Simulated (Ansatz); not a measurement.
C4H5FO, SMILES [C@@H]1(C)OC=C1F.

The structure is a stationary point at r2SCAN-D4/def2-SVP. The structure was generated by enumeration; whether it is a known compound was not checked.

Two levels are set side by side: PBE/def2-TZVPD (Ansatz, an electronic-structure program) and CAM-B3LYP/def2-TZVPD (Ansatz). Energy differences of separate SCF runs at the same geometry; the states with an electron removed or added have multiplicity 2 and 2. Differences are taken from unrounded values.

| quantity | CAM-B3LYP | PBE | PBE minus CAM-B3LYP |
|---|---|---|---|
| vertical ionisation energy (eV) | 8.87 | 8.63 | -0.25 |
| vertical singlet–triplet gap (eV) | 3.83 | 3.85 | 0.01 |
